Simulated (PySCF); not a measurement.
A calculated (UHF, PySCF 2.14, x2c-SVPall, scalar relativity by spin-free X2C-1e) atom or ion has these occupied shells.

```csv
shell,electrons,orbital energy (eV),"rms radius, mean of both spins (bohr)"
1s α,1,-3649.7,0.0938
1s β,1,-3649.7,0.0938
2s α,1,-397.32,0.418
2s β,1,-397.27,0.418
2p α,3,-313.66,0.388
2p β,3,-313.64,0.388
3s α,1,-48.027,1.37
3s β,1,-47.869,1.37
3p α,3,-26.012,1.56
3p β,3,-25.942,1.56
4s α,1,-4.003,5.64
```

Q: Name the element and its charge.

A: K (potassium, neutral), in [Ar] 4s1, 2S determinant.
